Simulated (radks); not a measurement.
Question: All-electron atom: Pd24+ in [Ar] 3d4. Method: scalar-relativistic Kohn-Sham, PBEsol, spin-polarised, spherical densities, finite nucleus; open shells are filled with parallel spins first (spin-orbit coupling, left out, can overturn this in heavy ions); Fermi nuclear charge, rms radius 4.5318 fm; computed with a radial shooting solver on a logarithmic mesh with Libxc functionals. Some entries of the table are withheld. Estimate them.

orbital  occ.  eigenvalue (hartree)  <r^2> (bohr^2)  <r> (bohr)
1s up       1             -923.2571        0.001372     0.03187
1s down     1             -923.2518        0.001372     0.03187
2s up       1             -164.9498         0.02235      0.1378
2s down     1             -164.5508         0.02229      0.1376
2p up       3             -151.7040         0.01757      0.1201
2p down     3             -151.4029         0.01751      0.1198
3s up       1                   (1)             (2)      0.3552
3s down     1                   (3)             (4)      0.3564
3p up       3             -49.77193             (5)      0.3486
3p down     3             -49.29778             (6)      0.3500
3d up       4             -43.54445          0.1159      0.3153
3d down     0             -42.96954          0.1174      0.3171

Answer: 
(1) 3s up eigenvalue (hartree): -54.08388
(2) 3s up <r^2> (bohr^2): 0.1437
(3) 3s down eigenvalue (hartree): -53.62496
(4) 3s down <r^2> (bohr^2): 0.1446
(5) 3p up <r^2> (bohr^2): 0.1402
(6) 3p down <r^2> (bohr^2): 0.1414
